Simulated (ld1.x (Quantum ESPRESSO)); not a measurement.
**Cu (Z = 29) PAW: all-electron and pseudo phase curves**

copper, PAW, made with ld1.x (Quantum ESPRESSO) 7.5 (PBE, scalar-relativistic). Core [Ar], reference 3d10 4s0.5 4p0 (charge +0.5). Waves: 4s (bound): rcut 2.25, rcutus 2.55 bohr; 4s channel at -0.3 Ry: rcut 2.25, rcutus 2.55 bohr; 4p (bound, empty): rcut 2.45, rcutus 2.65 bohr; 4p channel at 4.3 Ry: rcut 2.45, rcutus 2.65 bohr; 3d (bound): rcut 1.25, rcutus 1.40 bohr; 3d channel at 0.7 Ry: rcut 1.25, rcutus 1.40 bohr. Local part: all-electron potential smoothed inside 2.00 bohr (lloc = -1). Core correction: Bessel-smoothed model core inside 1.15 bohr. Augmentation charge: BG, radius 1.35 bohr.

The phase is arctan(r·u′/u) with u = r·R(r), unwrapped; energies in Ry, scanned from -3 to 5 Ry. A pole is an energy at which the radial function vanishes at the test radius. The pseudo phase is shifted by a multiple of π to meet the all-electron one at the reference energy, and phase errors are pseudo minus all-electron; the curves can meet again beyond the range given. Levels narrower than the energy grid can be missing from the lists of poles.

```json
{"channel": "s", "radius (bohr)": "2.90", "reference energy (Ry)": "-0.60", "poles, all-electron": "0.39", "poles, pseudo": "0.39, 3.98", "unbroken range about the reference energy with phases within 0.05 rad": "below 2.3", "phase error 1 Ry above the reference energy (rad)": "-0.000"}
{"channel": "p", "radius (bohr)": "2.90", "reference energy (Ry)": "-0.25", "poles, all-electron": "1.30", "poles, pseudo": "1.29", "unbroken range about the reference energy with phases within 0.05 rad": "the whole range", "phase error 1 Ry above the reference energy (rad)": "-0.002"}
{"channel": "d", "radius (bohr)": "2.90", "reference energy (Ry)": "-0.67", "poles, all-electron": "-0.61, 2.99", "poles, pseudo": "-0.61, 2.99", "unbroken range about the reference energy with phases within 0.05 rad": "the whole range", "phase error 1 Ry above the reference energy (rad)": "+0.000"}
```

Phases in the s channel:

```json
{"E (Ry)": "-3.00", "all-electron": "1.332", "pseudo": "1.332"}
{"E (Ry)": "-2.52", "all-electron": "1.297", "pseudo": "1.297"}
{"E (Ry)": "-2.04", "all-electron": "1.241", "pseudo": "1.240"}
{"E (Ry)": "-1.56", "all-electron": "1.129", "pseudo": "1.129"}
{"E (Ry)": "-1.08", "all-electron": "0.788", "pseudo": "0.788"}
{"E (Ry)": "-0.60", "all-electron": "-0.679", "pseudo": "-0.679"}
{"E (Ry)": "-0.12", "all-electron": "-1.382", "pseudo": "-1.383"}
{"E (Ry)": "0.36", "all-electron": "-1.563", "pseudo": "-1.563"}
{"E (Ry)": "0.84", "all-electron": "-1.659", "pseudo": "-1.660"}
{"E (Ry)": "1.32", "all-electron": "-1.741", "pseudo": "-1.743"}
{"E (Ry)": "1.80", "all-electron": "-1.842", "pseudo": "-1.851"}
{"E (Ry)": "2.28", "all-electron": "-2.025", "pseudo": "-2.074"}
{"E (Ry)": "2.76", "all-electron": "-2.550", "pseudo": "-2.974"}
{"E (Ry)": "3.24", "all-electron": "-3.784", "pseudo": "-4.266"}
{"E (Ry)": "3.72", "all-electron": "-4.314", "pseudo": "-4.598"}
{"E (Ry)": "4.20", "all-electron": "-4.490", "pseudo": "-4.826"}
{"E (Ry)": "4.68", "all-electron": "-4.577", "pseudo": "-6.003"}
```
